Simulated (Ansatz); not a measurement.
C2H3NSi (SMILES [SiH2]=C1C=N1), singlet: a trajectory.

Input (in.yaml):

```yaml
crystal:
  periodic: [false, false, false]
  atoms:
    - {symbol: Si, position_ang: [-0.702550, 1.150350, -0.471130]}
    - {symbol: C, position_ang: [-0.031960, -0.350840, 0.112490]}
    - {symbol: C, position_ang: [0.938760, -1.217140, 0.608820]}
    - {symbol: N, position_ang: [0.443270, -1.725170, -0.437470]}
    - {symbol: H, position_ang: [-1.537090, 1.274360, -1.651070]}
    - {symbol: H, position_ang: [-0.759190, 2.270550, 0.454370]}
    - {symbol: H, position_ang: [1.648760, -1.402110, 1.383990]}
basis:
  gaussian: {orbitals: def2-SVP}
hamiltonian: {xc: pbe0, dispersion: d4}
md: {n_steps: 60, timestep: 0.5, temperature: 300, ensemble: nvt_langevin, seed: 397, friction: 0.01, initial_velocities: maxwell_boltzmann}
```

Run by:

```bash
ansatz run in.yaml --threads 2 --pin off --events-out ev --progress --plain --max-ram 3481MiB
```

What Ansatz 0.2.0 printed:

```
Functional definition: PBE0
  name "PBE0"
  cite "Adamo & Barone, J. Chem. Phys. 110, 6158 (1999) doi:10.1063/1.478522"
  cite "Perdew, Burke & Ernzerhof, Phys. Rev. Lett. 77, 3865 (1996) doi:10.1103/PhysRevLett.77.3865"
  parent pbe
  parameter a = 0.25
  parameter kappa = 0.804
  parameter beta = 0.06672455060314922
  exchange = (1 - a)*pbe_x(kappa = kappa, mu = beta*pi^2/3) + a*exact_x
  correlation = pbe_c(beta = beta)
828 factors; integrals over basis functions are off by at most 2.8e-4 eV
mean field evaluation 1: about -11467.8193 eV, gradient 4.2e1 eV
mean field evaluation 2: about -11454.7536 eV, gradient 7.7e1 eV
mean field evaluation 4: about -11472.9278 eV, gradient 9.3e0 eV
mean field evaluation 8: about -11473.1458 eV, gradient 3.3e-1 eV
mean field evaluation 16: about -11473.1461 eV, gradient 3.5e-5 eV
mean field -11473.14610640 eV, -421.6303426326 hartree, gradient 3.5e-5 eV, S^2 0.000000; 0 other end points of the search recorded, 0 dependent functions left out
the calculation of the forces begins
reference -11473.14612896 eV, -421.6303434613 hartree; 18, 18 occupied and 57, 57 virtual orbitals, 828 factors
md step     0: t =     0.00 fs  T =   257.1 K  F+E_penalty+E_count = -11473.26634901 eV  E_kin = 0.232668 eV  (27 SCF iters)
md step     1: t =     0.50 fs  T =   242.1 K  F+E_penalty+E_count = -11473.25494233 eV  E_kin = 0.219068 eV  (34 SCF iters)
md step     2: t =     1.00 fs  T =   254.9 K  F+E_penalty+E_count = -11473.24690759 eV  E_kin = 0.230654 eV  (32 SCF iters)
md step     3: t =     1.50 fs  T =   269.0 K  F+E_penalty+E_count = -11473.24540097 eV  E_kin = 0.243427 eV  (25 SCF iters)
md step     4: t =     2.00 fs  T =   271.0 K  F+E_penalty+E_count = -11473.25093869 eV  E_kin = 0.245249 eV  (33 SCF iters)
md step     5: t =     2.50 fs  T =   272.9 K  F+E_penalty+E_count = -11473.25920728 eV  E_kin = 0.246966 eV  (34 SCF iters)
md step     6: t =     3.00 fs  T =   267.6 K  F+E_penalty+E_count = -11473.26569161 eV  E_kin = 0.242094 eV  (34 SCF iters)
md step     7: t =     3.50 fs  T =   275.4 K  F+E_penalty+E_count = -11473.26941429 eV  E_kin = 0.249162 eV  (33 SCF iters)
md step     8: t =     4.00 fs  T =   265.5 K  F+E_penalty+E_count = -11473.26903898 eV  E_kin = 0.240266 eV  (33 SCF iters)
md step     9: t =     4.50 fs  T =   273.2 K  F+E_penalty+E_count = -11473.26500278 eV  E_kin = 0.247206 eV  (33 SCF iters)
md step    10: t =     5.00 fs  T =   246.9 K  F+E_penalty+E_count = -11473.25882080 eV  E_kin = 0.223424 eV  (33 SCF iters)
md step    11: t =     5.50 fs  T =   243.0 K  F+E_penalty+E_count = -11473.25304581 eV  E_kin = 0.219865 eV  (34 SCF iters)
md step    12: t =     6.00 fs  T =   238.9 K  F+E_penalty+E_count = -11473.24924439 eV  E_kin = 0.216169 eV  (25 SCF iters)
md step    13: t =     6.50 fs  T =   228.4 K  F+E_penalty+E_count = -11473.24756484 eV  E_kin = 0.206676 eV  (26 SCF iters)
md step    14: t =     7.00 fs  T =   221.6 K  F+E_penalty+E_count = -11473.24842637 eV  E_kin = 0.200481 eV  (33 SCF iters)
md step    15: t =     7.50 fs  T =   214.8 K  F+E_penalty+E_count = -11473.25296505 eV  E_kin = 0.194375 eV  (33 SCF iters)
md step    16: t =     8.00 fs  T =   216.5 K  F+E_penalty+E_count = -11473.25911244 eV  E_kin = 0.195937 eV  (34 SCF iters)
md step    17: t =     8.50 fs  T =   218.8 K  F+E_penalty+E_count = -11473.26246981 eV  E_kin = 0.197945 eV  (28 SCF iters)
md step    18: t =     9.00 fs  T =   213.5 K  F+E_penalty+E_count = -11473.26342835 eV  E_kin = 0.193222 eV  (34 SCF iters)
md step    19: t =     9.50 fs  T =   222.0 K  F+E_penalty+E_count = -11473.26268413 eV  E_kin = 0.200870 eV  (33 SCF iters)
md step    20: t =    10.00 fs  T =   220.7 K  F+E_penalty+E_count = -11473.26054528 eV  E_kin = 0.199722 eV  (34 SCF iters)
md step    21: t =    10.50 fs  T =   218.8 K  F+E_penalty+E_count = -11473.26090910 eV  E_kin = 0.197972 eV  (34 SCF iters)
md step    22: t =    11.00 fs  T =   203.8 K  F+E_penalty+E_count = -11473.26629317 eV  E_kin = 0.184390 eV  (26 SCF iters)
md step    23: t =    11.50 fs  T =   209.1 K  F+E_penalty+E_count = -11473.27863448 eV  E_kin = 0.189195 eV  (26 SCF iters)
md step    24: t =    12.00 fs  T =   230.2 K  F+E_penalty+E_count = -11473.29628895 eV  E_kin = 0.208246 eV  (26 SCF iters)
md step    25: t =    12.50 fs  T =   270.2 K  F+E_penalty+E_count = -11473.31647839 eV  E_kin = 0.244498 eV  (34 SCF iters)
md step    26: t =    13.00 fs  T =   280.6 K  F+E_penalty+E_count = -11473.33512913 eV  E_kin = 0.253891 eV  (33 SCF iters)
md step    27: t =    13.50 fs  T =   294.2 K  F+E_penalty+E_count = -11473.34952935 eV  E_kin = 0.266168 eV  (34 SCF iters)
md step    28: t =    14.00 fs  T =   283.1 K  F+E_penalty+E_count = -11473.35954324 eV  E_kin = 0.256153 eV  (33 SCF iters)
md step    29: t =    14.50 fs  T =   266.1 K  F+E_penalty+E_count = -11473.36513269 eV  E_kin = 0.240733 eV  (33 SCF iters)
md step    30: t =    15.00 fs  T =   265.4 K  F+E_penalty+E_count = -11473.36702979 eV  E_kin = 0.240119 eV  (33 SCF iters)
md step    31: t =    15.50 fs  T =   252.5 K  F+E_penalty+E_count = -11473.36796547 eV  E_kin = 0.228508 eV  (34 SCF iters)
md step    32: t =    16.00 fs  T =   254.6 K  F+E_penalty+E_count = -11473.36977225 eV  E_kin = 0.230342 eV  (33 SCF iters)
md step    33: t =    16.50 fs  T =   263.9 K  F+E_penalty+E_count = -11473.37192618 eV  E_kin = 0.238774 eV  (33 SCF iters)
md step    34: t =    17.00 fs  T =   257.3 K  F+E_penalty+E_count = -11473.37410783 eV  E_kin = 0.232823 eV  (33 SCF iters)
md step    35: t =    17.50 fs  T =   255.0 K  F+E_penalty+E_count = -11473.37710606 eV  E_kin = 0.230702 eV  (28 SCF iters)
md step    36: t =    18.00 fs  T =   254.5 K  F+E_penalty+E_count = -11473.38205544 eV  E_kin = 0.230263 eV  (32 SCF iters)
md step    37: t =    18.50 fs  T =   278.8 K  F+E_penalty+E_count = -11473.38707806 eV  E_kin = 0.252231 eV  (32 SCF iters)
md step    38: t =    19.00 fs  T =   265.2 K  F+E_penalty+E_count = -11473.38859527 eV  E_kin = 0.239958 eV  (33 SCF iters)
md step    39: t =    19.50 fs  T =   265.3 K  F+E_penalty+E_count = -11473.38512539 eV  E_kin = 0.240033 eV  (33 SCF iters)
md step    40: t =    20.00 fs  T =   278.4 K  F+E_penalty+E_count = -11473.37667162 eV  E_kin = 0.251880 eV  (32 SCF iters)
md step    41: t =    20.50 fs  T =   263.3 K  F+E_penalty+E_count = -11473.36553466 eV  E_kin = 0.238210 eV  (32 SCF iters)
md step    42: t =    21.00 fs  T =   228.4 K  F+E_penalty+E_count = -11473.35463150 eV  E_kin = 0.206678 eV  (34 SCF iters)
md step    43: t =    21.50 fs  T =   225.7 K  F+E_penalty+E_count = -11473.34567212 eV  E_kin = 0.204233 eV  (25 SCF iters)
md step    44: t =    22.00 fs  T =   207.2 K  F+E_penalty+E_count = -11473.34139982 eV  E_kin = 0.187482 eV  (26 SCF iters)
md step    45: t =    22.50 fs  T =   204.8 K  F+E_penalty+E_count = -11473.34189587 eV  E_kin = 0.185285 eV  (26 SCF iters)
md step    46: t =    23.00 fs  T =   219.7 K  F+E_penalty+E_count = -11473.34548870 eV  E_kin = 0.198772 eV  (33 SCF iters)
md step    47: t =    23.50 fs  T =   212.7 K  F+E_penalty+E_count = -11473.35149383 eV  E_kin = 0.192484 eV  (34 SCF iters)
md step    48: t =    24.00 fs  T =   198.7 K  F+E_penalty+E_count = -11473.35691104 eV  E_kin = 0.179829 eV  (33 SCF iters)
md step    49: t =    24.50 fs  T =   208.5 K  F+E_penalty+E_count = -11473.36050623 eV  E_kin = 0.188656 eV  (34 SCF iters)
md step    50: t =    25.00 fs  T =   222.7 K  F+E_penalty+E_count = -11473.36366645 eV  E_kin = 0.201517 eV  (33 SCF iters)
md step    51: t =    25.50 fs  T =   211.1 K  F+E_penalty+E_count = -11473.36753721 eV  E_kin = 0.191010 eV  (34 SCF iters)
md step    52: t =    26.00 fs  T =   227.6 K  F+E_penalty+E_count = -11473.37130879 eV  E_kin = 0.205965 eV  (34 SCF iters)
md step    53: t =    26.50 fs  T =   259.2 K  F+E_penalty+E_count = -11473.37470736 eV  E_kin = 0.234560 eV  (28 SCF iters)
md step    54: t =    27.00 fs  T =   271.2 K  F+E_penalty+E_count = -11473.37756447 eV  E_kin = 0.245392 eV  (33 SCF iters)
md step    55: t =    27.50 fs  T =   287.6 K  F+E_penalty+E_count = -11473.37920274 eV  E_kin = 0.260224 eV  (33 SCF iters)
md step    56: t =    28.00 fs  T =   285.3 K  F+E_penalty+E_count = -11473.37819692 eV  E_kin = 0.258177 eV  (34 SCF iters)
md step    57: t =    28.50 fs  T =   278.9 K  F+E_penalty+E_count = -11473.37476153 eV  E_kin = 0.252333 eV  (33 SCF iters)
md step    58: t =    29.00 fs  T =   274.4 K  F+E_penalty+E_count = -11473.36995905 eV  E_kin = 0.248291 eV  (34 SCF iters)
md step    59: t =    29.50 fs  T =   271.0 K  F+E_penalty+E_count = -11473.36374079 eV  E_kin = 0.245220 eV  (34 SCF iters)
md step    60: t =    30.00 fs  T =   292.0 K  F+E_penalty+E_count = -11473.35719618 eV  E_kin = 0.264216 eV  (29 SCF iters)
Total energy: -11473.35721837 eV, -421.6381008542 hartree
Atom 0 at    -0.618820     1.180361    -0.390681 Å, force    -0.087988     0.822380     0.059405 eV/Å
Atom 1 at    -0.014403    -0.380444    -0.074327 Å, force     0.858430    -1.273152     0.828850 eV/Å
Atom 2 at     0.769589    -1.256305     0.725217 Å, force    -0.881440    -0.093738    -2.443181 eV/Å
Atom 3 at     0.538018    -1.657119    -0.488508 Å, force     0.324033     0.410648     1.604219 eV/Å
Atom 4 at    -1.573213     1.415512    -1.459503 Å, force    -0.317711    -0.037874    -0.629685 eV/Å
Atom 5 at    -0.957499     1.900541     0.840487 Å, force    -0.022705     0.220885     0.377099 eV/Å
Atom 6 at     1.279668    -1.598805     1.618762 Å, force     0.127381    -0.049149     0.203293 eV/Å
Dipole moment:     0.186119    -0.041917     0.435529 e Å

[the SCF lines of later steps are left out]
```

Hardware: 2 CPU threads of an Arm Neoverse V2, shared host. Wall time about 65 s.
